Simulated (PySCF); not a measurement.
# 3-butene-1,1,1-tricarbonitrile in a uniform electric field

3-butene-1,1,1-tricarbonitrile, C7H5N3.
Geometry (PBE0-D3(BJ)/def2-SVP, Å), atoms numbered from 1 in this order:
```
atom  x, y, z in Å
C1     2.4035    0.4235   -0.3984
C2     1.3616    0.0694   -1.1499
C3     0.3763   -0.9806   -0.7533
C4    -1.0417   -0.3849   -0.4385
C5    -0.9497    0.5520    0.6967
N6    -0.8375    1.2669    1.5970
C7    -1.9607   -1.4833   -0.0876
N8    -2.6378   -2.3797    0.1814
C9    -1.5649    0.3249   -1.6213
N10   -1.9337    0.8656   -2.5731
H11    3.1029    1.1968   -0.7252
H12    2.5974   -0.0466    0.5711
H13    1.1869    0.5637   -2.1126
H14    0.2285   -1.7191   -1.5574
H15    0.7019   -1.5192    0.1486
```

Level: wB97X-D/def2-SVPD (PySCF); nuclei fixed, core orbitals frozen in the response. Permanent dipole (3.973, -1.090, -0.744) D (1 au = 2.5417 D). Static polarisability (au):

```
x   97.30 11.73  5.97
y   11.73 86.12 -1.16
z    5.97 -1.16 88.71
```

Only the terms in μ and α are kept: μ(F) = μ + αF and ΔE = −μ·F − ½ F·αF.

What do fields of 0.411 V/Å (0.008 au) along the six axis directions do?

| field along | induced x (D) | induced y (D) | induced z (D) | total size (D) | −μ·F (kJ/mol) | −½F·αF (kJ/mol) |
| --- | --- | --- | --- | --- | --- | --- |
| +x | 1.978 | 0.239 | 0.121 | 6.044 | -32.831 | -8.175 |
| −x | -1.978 | -0.239 | -0.121 | 2.548 | +32.831 | -8.175 |
| +y | 0.239 | 1.751 | -0.024 | 4.332 | +9.007 | -7.235 |
| −y | -0.239 | -1.751 | 0.024 | 4.747 | -9.007 | -7.235 |
| +z | 0.121 | -0.024 | 1.804 | 4.373 | +6.148 | -7.453 |
| −z | -0.121 | 0.024 | -1.804 | 4.740 | -6.148 | -7.453 |

For the field (0.0016, 0.0072, 0.0032) au, what is the induced dipole, and what angle does it make with the field?

αF = (0.659, 1.614, 0.725) D, at 8.9° to the field. The polarisability along this direction, F·αF/F², is 91.27 au, against a mean of 90.71 au.

Which field along μ doubles the dipole in that direction (linear response)?

The polarisability along the dipole is 88.35 au, so F = 1.6471 au / 88.35 au = 0.0186 au = 0.96 V/Å; higher-order terms are ignored.

What field makes μF equal to kT at 200 K?

kT = 0.6334 × 10⁻³ Eh, so F = 0.000385 au = 1.98 MV/cm.

A unit point charge sits 15 Å away. Estimate the induction energy −αe²/2R⁴ with the mean polarisability, treating the molecule as a point.

R = 28.35 bohr, so the energy is −90.7/(2 × 28.35⁴) Eh = -0.184 kJ/mol. The charge–dipole term at its most favourable orientation, −μe/R², is -5.38 kJ/mol.

Isolated species at its PBE0-D3(BJ)/def2-SVP geometry (one conformer only).

Note: wB97X-D ran without an empirical dispersion term, which enters the total energy and its gradient alone.
